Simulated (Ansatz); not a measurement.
Input file for Ansatz (an electronic-structure program): R-PBE/def2-TZVPPD on HCl (SMILES Cl). Files ending in .json are basis or fitting sets from the Basis Set Exchange.

Ansatz 0.2 input:
```yaml
crystal:
  periodic: [false, false, false]
  atoms:
    - {symbol: Cl, position_ang: [-0.31279745, 0.47295316, 3.37613835]}
    - {symbol: H, position_ang: [-0.21166095, 0.43399899, 2.07638770]}
basis:
  gaussian:
    orbitals: def2-TZVPPD.json
hamiltonian:
  xc: {name: PBE}
scf: {lower_state_search: off}
```

The head of its log:

```
WARN ansatz: RAYON_NUM_THREADS=2 ignored (pool sized by the plan → 2); use --threads N
Functional definition: PBE
these checks for a lower state are left out or cut short: stability, starts, cluster_reference, orbital_swaps, neighbouring_geometries, increment
integrals: 0.01 GiB planned
383 factors; their error is unknown
mean field: 0.12 GiB planned
mean field evaluation 1: about -12534.0257 eV, gradient 1.2e1 eV
mean field evaluation 2: about -12533.9659 eV, gradient 1.4e1 eV
```

Q: What total energy does the run end on?

A: -460.6290 hartree.
